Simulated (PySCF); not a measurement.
C2H3Cl2FSi, SMILES FC(=C(Cl)Cl)[SiH3].

Geometry: B3LYP-D3(BJ)/def2-SVP. This is a generated structure with no PubChem entry under its InChIKey; it may be hypothetical.

Two levels are set side by side: TDDFT-PBE/def2-SVPD (PySCF) and TDDFT-ωB97X/def2-SVPD (PySCF). Vertical, same geometry. The lowest singlet is HOMO→LUMO+1 99 % with PBE and HOMO→LUMO+1 62 %, HOMO→LUMO+2 15 % with the other functional; states are paired by order. Differences are taken from unrounded values.

| quantity | TDDFT-ωB97X | TDDFT-PBE | TDDFT-PBE minus TDDFT-ωB97X |
|---|---|---|---|
| lowest singlet excitation (eV) | 6.15 | 5.14 | -1.01 |
| lowest triplet excitation (TDA) (eV) | 3.71 | 3.62 | -0.09 |
| first bright state (f over 0.05) (eV) | 6.16 | 5.47 | -0.68 |
| its oscillator strength | 0.35 | 0.23 | -0.12 |

Functionals without exact exchange tend to place singlet excitations lower, as here. Differences between two approximate levels are no errors against the true value.

Rough cost on one machine, each run with all the roots and properties that it gave: TDDFT-ωB97X against TDDFT-PBE about 10 times.
